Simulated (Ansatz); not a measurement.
`[NH2][GeH]([SH])[TeH]`, charge 0, multiplicity 1.

Question: Give a relaxed structure at PBE0-D4/def2-TZVP (Ansatz). (Estimate.)

Answer: Ansatz gave: 
Z-matrix (Å, degrees):
```
Ge
S 1 2.217
Te 1 2.571 2 106.8
N 1 1.830 2 106.3 3 121.9
H 1 1.537 2 112.7 3 -120.1
H 2 1.346 1 93.7 3 -178.1
H 3 1.657 1 90.9 2 -86.1
H 4 1.011 1 115.0 2 -178.4
H 4 1.011 1 113.8 2 -51.0
```
This is one stationary point; other conformers may exist.
